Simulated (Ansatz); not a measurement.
`FB(F)[Si](F)(F)F` + `N=C=O` → `O=C=NB(F)F` + `F[SiH](F)F`  (cleavage of the B–Si bond)

Calculated with Ansatz (gas phase, PBE0-D4/def2-TZVP geometries, no zero-point term in ΔE). CBS: MP2 limit from def2 TZ/QZ plus the TZ coupled-cluster correction, frozen cores. This one scheme is used for every species. Functionals use def2-TZVPP. Each species was taken in one conformer, which may not be the lowest.

```json
{"level": "LDA (SPW92)", "ΔE (kJ/mol)": "-124.9"}
{"level": "CAM-B3LYP-D4", "ΔE (kJ/mol)": "-132.8"}
{"level": "ωB97X-V", "ΔE (kJ/mol)": "-126.4"}
{"level": "revPBE", "ΔE (kJ/mol)": "-115.8"}
```

(1) What does CCSD(T)/CBS give? (Estimate.)

Largest T1 diagnostic among the species: 0.018.

## Answers

(1) Computed: -130.9 kJ/mol. The listed levels differ from it by 6.0, -1.9, 4.5, 15.1 kJ/mol.

Leaving LDA and LC-ωPBE aside and taking each functional with its dispersion term where it has one, the values, not all of them listed here, spread over 24.9 kJ/mol, from BHLYP-D4 to revPBE-D4. LDA lies −7.2 kJ/mol from PBE without D4. From BLYP to BHLYP (50 % exact exchange), in def2-TZVPP and without D4, ΔE moves by −18.2 kJ/mol.
